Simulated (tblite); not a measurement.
C8H11FSi.
Z-matrix (Å and degrees, GFN2-xTB geometry), rows numbered from 1:
```
F 
C   1  1.3745
C   2  1.5305  1  115.60
C   3  1.5363  2   89.04  1  -132.70
C   2  1.5385  1  115.59  3  -102.97
C   5  1.4840  2  117.10  1  -103.92
C   6  1.3415  5  125.33  2  -132.09
C   7  1.4549  6  116.30  5  -179.28
C   8  1.3386  7  116.46  6     0.16
Si  9  1.8838  8  109.52  7     0.00
H   2  1.0930  1  106.60  3   129.15
H   3  1.0871  2  116.28  1   107.40
H   3  1.0877  2  110.99  1   -18.68
H   4  1.0877  3  112.28  2   -99.32
H   4  1.0871  3  116.40  2   133.47
H   5  1.0944  2  108.76  1    20.93
H   7  1.0814  6  124.11  5     0.09
H   8  1.0816  7  119.37  6  -179.98
H   9  1.0766  8  122.34  7  -179.99
H  10  1.4617  6  112.89  5    63.47
H  10  1.4633  6  113.10  5   -65.84
```

Computed values, GFN2-xTB/tblite, gas phase, harmonic and unscaled. Errors from tens to a few hundred cm⁻¹ against measured bands are possible. Modes of hydrogen on silicon can be 10 to 20 % off. One conformer, not necessarily the lowest.

Harmonic wavenumbers (cm⁻¹): 29.2, 83.9, 105.2, 149.1, 220.6, 279.1, 318.9, 369.7, 379.3, 430.1, 481.7, 520.9, 557.7, 603.9, 611.8, 650.8, 719.7, 743.9, 759.3, 811.0, 826.9, 872.9, 911.4, 913.4, 966.3, 1021.7, 1029.6, 1060.7, 1075.7, 1078.2, 1109.4, 1117.1, 1179.6, 1184.6, 1190.5, 1208.0, 1235.5, 1241.3, 1246.2, 1300.1, 1316.3, 1321.9, 1461.0, 1480.8, 1559.4, 1631.8, 2256.0, 2271.8, 2932.4, 2950.5, 3011.5, 3021.6, 3025.6, 3031.6, 3049.8, 3060.7, 3104.0.

A = 2230, B = 752.1, C = 589.8 MHz; mass 154.061 u (most abundant isotopes); point group C1, symmetry number 1.

**Question.** Zero-point energy?

**Answer.** ½Σν̃ = 35541 cm⁻¹ = 425.16 kJ/mol.

**Question.** What is S at 500 K and 1 bar for an ideal gas of classical rigid rotors and harmonic oscillators?

**Answer.** Translation 182.43, rotation 132.66, vibration 218.83: S = 533.9 J/(mol K).

**Question.** And Cp and H(500 K) − H(0)?

**Answer.** Cp = 269.12 J/(mol K), of which vibrations give 235.86 (their classical limit is 57 R = 473.9); H(500 K) − H(0) = 74.69 kJ/mol without the zero-point energy, 58.07 from vibrations.

**Question.** What must be added to the electronic energy to get the Gibbs energy at 500 K and 1 bar?

**Answer.** ZPE + [H(500 K) − H(0)] − T·S = 425.16 + 74.69 − 266.95 = 232.90 kJ/mol.

**Question.** Which modes carry the vibrational entropy at 500 K?

**Answer.** 29.2 cm⁻¹: 28.91; 83.9 cm⁻¹: 20.15; 105.2 cm⁻¹: 18.28; 149.1 cm⁻¹: 15.41; 220.6 cm⁻¹: 12.23; 279.1 cm⁻¹: 10.36 J/(mol K); the other 51 give 113.48 together.

Hindered rotation and anharmonicity are outside this model. Other conformers, if any are populated, would add a mixing term that is left out. The structure is chiral; the term R ln 2 for an equal mix with its mirror image is left out.
